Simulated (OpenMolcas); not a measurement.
# Kr³⁺: effect of the basis set

| Property | Result |
| --- | --- |
| Program | OpenMolcas |
| Method | CASSCF |
| Active space | 5 electrons in 4 orbitals (4s 4p) |
| State averaging | 2S+1 = 4 odd, 1 root; 2S+1 = 2 odd, 8 roots; 2S+1 = 4 even, 3 roots; 2S+1 = 2 even, 9 roots |
| Spin-orbit coupling | RASSI with atomic mean-field integrals over the reference wave functions, term energies averaged over their components |

A. ANO-RCC-MB [4s3p1d], DKH2, point nucleus; cost of the order of 7 core-seconds
B. ANO-RCC-VDZP [5s4p2d], DKH2, point nucleus; cost roughly 7 core-seconds
C. ANO-RCC-VTZP [6s5p3d1f], DKH2, point nucleus; cost of the order of 11 core-seconds
D. ANO-RCC-VQZP [7s6p4d2f1g], DKH2, point nucleus; cost of the order of 13 core-seconds
E. ANO-R2 [6s5p4d3f1g], X2C, finite nucleus; cost about 15 core-seconds
F. ANO-R3 [7s6p5d4f2g1h], X2C, finite nucleus; cost about 24 core-seconds

Energies in cm-1 above 4s2 4p3 4S* 3/2, the measured ground level; measured values from Saloman, J. Phys. Chem. Ref. Data 36, 215 (2007).

```tsv
Level	A	B	C	D	E	F	Measured
4s2 4p3 4S* 3/2	0.0	0.0	0.0	0.0	0.0	0.0	0.0
4s2 4p3 2D* 3/2	18763	21422	21589	21591	21572	21551	17038
4s2 4p3 2D* 5/2	19806	23229	23292	23302	23269	23261	18700
4s2 4p3 2P* 1/2	28787	32908	33023	33029	33023	32985	31056
4s2 4p3 2P* 3/2	30079	35160	35131	35144	35122	35099	33406
4s 4p4 4P 5/2	133124	123878	124019	124033	124001	124045	118762
4s 4p4 4P 3/2	135624	127546	127567	127577	127537	127584	122426
4s 4p4 4P 1/2	136906	129354	129329	129335	129292	129339	124110
4s 4p4 2D 3/2	172580	169496	169696	169699	169483	169646	145773
4s 4p4 2D 5/2	172768	169833	170011	170017	169800	169964	146645
4s 4p4 2S 1/2	192056	191914	192215	192186	191968	192118	173952
4s 4p4 2P 3/2	208696	209723	209947	209927	209503	209827	205400
4s 4p4 2P 1/2	211853	214279	214350	214358	213917	214259
```

Deviations, from unrounded energies. A percentage is the sum of absolute deviations over the sum of measured energies, with the sign that they share, or ± where signs differ.

```csv
Against measurement,Levels,A,B,C,D,E,F
mean absolute deviation (cm-1),11,11000,8800,9000,9000,8800,8900
other terms of the ground configuration (%),4,±8.4,+12.5,+12.8,+12.8,+12.8,+12.7
other configurations (%),7,+11.1,+8.2,+8.3,+8.3,+8.1,+8.2
```

B, C, D, E, F lie about equally close to measurement and A furthest from it. The largest miss of B in the table is 4s 4p4 2D 3/2, by +24000 cm-1. The ranking rests on the paired levels alone, and a cruder setting can come out closer through cancelling errors.

Among A to F the level of the table that moves most is 4s 4p4 4P 5/2, by 9200 cm-1 (lowest in B, highest in A).

Terms of s pⁿ other than that of highest spin mix with s² pⁿ⁻² d, which this space lacks; all of them can be thousands of cm-1 off, and some have no real level of that name. Some levels mix across a computed gap that differs much from the measured one, so their mixing is not that of the real levels (holds for A). The basis is small and was not contracted for so high a charge (holds for A; B). Measured partners are found by configuration, term and J. A level has none where our copy of the source lacks it or the pairing is in doubt (some pairs that miss far off the trend of their configuration count as doubtful), and it then counts in no deviation. Only configurations of the active space appear.

* marks odd parity.
